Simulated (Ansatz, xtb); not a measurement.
# Two isomers of BGeH5O

Structure I is `B[O][GeH3]`, a singlet and structure II is `O[BH][GeH3]`, a singlet. Both are isolated molecules in the gas phase, relaxed with r2SCAN-D4/def2-SVP; the shapes shown needn't be the lowest conformers.

I (Å):

```xyz
8

B    -3.3864    0.7964    0.7154
Ge   -0.5904    0.4684    0.3977
O    -2.1930    1.3059    0.3586
H    -3.4838   -0.3496    1.1207
H    -4.3565    1.5177    0.6188
H    -0.8068   -0.9591    0.9170
H    -0.0745    0.4955   -1.0432
H     0.2900    1.3038    1.3304
```

II (Å):

```yaml
atoms:
  - { symbol: B, position_ang: [-0.4673, -0.7983, -1.1398] }
  - { symbol: Ge, position_ang: [0.0880, 0.8271, 0.0279] }
  - { symbol: O, position_ang: [0.3580, -1.3486, -2.0548] }
  - { symbol: H, position_ang: [1.2224, -0.9191, -2.1143] }
  - { symbol: H, position_ang: [0.0426, 0.4992, 1.5311] }
  - { symbol: H, position_ang: [-0.8401, 2.0360, -0.1879] }
  - { symbol: H, position_ang: [-1.5588, -1.3140, -1.0410] }
  - { symbol: H, position_ang: [1.5264, 1.2945, -0.2927] }
```

Energies in hartree; the thermal terms are from r2SCAN-D4/def2-SVP harmonic frequencies (ideal gas, rigid rotor, one conformer each, 298.15 K, 1 atm) and include the zero-point energy:

|  | I | II |
| --- | --- | --- |
| E, CCSD(T)/def2-TZVP | −2178.552835 | −2178.537006 |
| zero-point energy | 0.048749 | 0.050469 |
| H(298 K) − E | 0.054965 | 0.056760 |
| G(298 K) − E | 0.020252 | 0.021839 |

Problem. Work out ΔE, ΔE₀, ΔH and ΔG for I → II in kJ/mol (1 Eh = 2625.50 kJ/mol) and the equilibrium ratio [II]/[I].

Solution. 1. ΔE = −2178.537006 − (−2178.552835) = +0.015829 Eh = +41.56 kJ/mol.
2. ΔE₀ = ΔE + ΔZPE = +0.015829 + (+0.001720) Eh = +46.07 kJ/mol.
3. ΔH = ΔE + (+0.001795) Eh = +46.27 kJ/mol.
4. ΔG = ΔE + (+0.001587) Eh = +45.73 kJ/mol, so ΔS = (ΔH − ΔG)/T = +1.8 J/(mol K).
5. kT = 0.9442 mEh, so K = [II]/[I] = exp(−ΔG/kT) = exp(−18.45) ≈ 9.8 × 10^−9.

Structure I is favoured at this temperature. An error of 4 kJ/mol in ΔG would change K by a factor of 5. Mirror images and further conformers aren't counted.

As drawn, II has 1 B–Ge, 1 O–H in place of 1 Ge–O, 1 B–H.

Other levels gave ΔE = +89.0 (GFN2-xTB); +65.1 (HF/STO-3G, GFN2-xTB geometries); +19.6 (r2SCAN-D4/def2-SVP//GFN2-xTB); +24.5 (r2SCAN-D4/def2-SVP); +60.6 (HF/def2-TZVP); +45.8 (MP2/def2-TZVP) kJ/mol. The correlated steps freeze 11 core orbitals; the filled d shell of Ge is correlated, in a basis made for valence electrons. Programs: Ansatz 0.2.0, xtb 6.7.1.
